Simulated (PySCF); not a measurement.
Species: sum formula H7Si3O, charge 0, multiplicity 2. It need not be the lowest isomer of its formula. 
Geometry from a B3LYP-D3(BJ)/def2-TZVP (Ansatz) optimisation:
```
Si
O 1 1.6697
H 2 0.9616 1 117.87
Si 1 2.3411 2 107.34 3 170.52
H 4 1.4824 1 110.52 2 62.71
H 4 1.4838 5 108.98 1 -117.39
H 4 1.4856 5 108.54 6 -118.37
Si 1 2.3507 2 112.73 3 42.98
H 8 1.4830 1 108.30 2 -174.98
H 8 1.4857 9 108.80 1 -118.74
H 8 1.4870 9 108.81 10 -117.09
```
Charge 0, spin multiplicity 2.

Dispersion corrections to the total energy (kcal/mol) from the dftd3 and dftd4 libraries through PySCF: D3(BJ) without and D4 with the three-body term, each with the damping fitted for the functional named.

```tsv
functional	D3(BJ)	D4
PW6B95	-4.12	-4.92
TPSSh	?	-7.52
PBE0	-5.70	-5.32
TPSS	-8.09	?
B3LYP	-11.56	-10.04
LC-wPBE	-6.60	?
PBE	-6.13	-6.18
```

Question: Fill in the missing entries.

Answer: 
- TPSSh, D3(BJ): -7.62
- TPSS, D4: -8.28
- LC-wPBE, D4: -6.98
